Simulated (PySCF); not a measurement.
Structure problem from calculated spectra and properties.

Elements present: B, Cl, H, N and P. Monoisotopic mass: 94.9863 u.

- XPS: P2p3/2 136.4, B1s 197.0, Cl2p3/2 205.9, N1s 405.7, P1s 2149.9, Cl1s 2828.5 eV [ΔSCF SCAN, pcX-2 on the ionised atom, pcseg-1 elsewhere, spin-free X2C, 2p3/2 from a spin–orbit splitting computed afterwards within the 2p shell]
- UV, first state: lowest singlet excitation: 6.02 eV (206 nm, f = 0.058) [TDDFT PBE0/def2-SVPD]
- UV, strongest line: among the 10 lowest singlet transitions: S6/S7 at 7.42 eV (167 nm, f = 0.151 summed over these states) [TDDFT PBE0/def2-SVPD]
- Rotational structure: rotational constants A, B, C: 6.226, 2.847, 1.979 GHz [PBE0-D3(BJ)/def2-SVP]
- Dipole: 2.80 D [PBE0/def2-SVPD]
- Polarisability: 64.8 au [PBE0/def2-SVPD]
- Triplet: lowest triplet excitation (Tamm–Dancoff): 5.03 eV [TDA PBE0/def2-SVPD]
- Valence photoelectron: vertical ionisation energy: 9.51 eV [ΔSCF PBE0/def2-SVPD]

Gas-phase values; electronic properties from PySCF, density fitting. Levels stand in brackets. Geometry: PBE0-D3(BJ)/def2-SVP, one conformer, isolated molecule.

Problem. Which formula fits the mass and the elements?

Solution. BClH4NP (calculated 94.9863). No other formula that holds each of these elements comes within 0.0003 u with a fitting electron parity and a possible valence count.

Problem. Give a SMILES that accounts for the data.

Solution. Numbering: `[NH2:1][B:2]([PH2:3])[Cl:4]`. The core levels belong to: P2p3/2 136.4 eV, three-coordinate phosphorus [P3]; B1s 197.0 eV, three-coordinate boron [B2]; Cl2p3/2 205.9 eV, chlorine bonded to B [Cl4]; N1s 405.7 eV, boron-bound nitrogen [N1]; P1s 2149.9 eV, three-coordinate phosphorus [P3]; Cl1s 2828.5 eV, chlorine bonded to B [Cl4]. The first electron is taken from the HOMO, whose largest Löwdin shares are 0.62 on the three-coordinate phosphorus, 0.13 on the three-coordinate boron, 0.07 on a P–H hydrogen and 0.06 on a P–H hydrogen. By its constants the optimised geometry is an asymmetric top. Structure: `PB(Cl)N`. The assignments are read from this structure; whether some other isomer fits the data as well wasn't checked.

Conformer computed: `[NH2:1][B:2]([PH2:3])[Cl:4]`: H–N1–B2–P3 6°, H–N1–B2–P3 -174°, H–P3–B2–N1 -135°, H–P3–B2–N1 -39°.
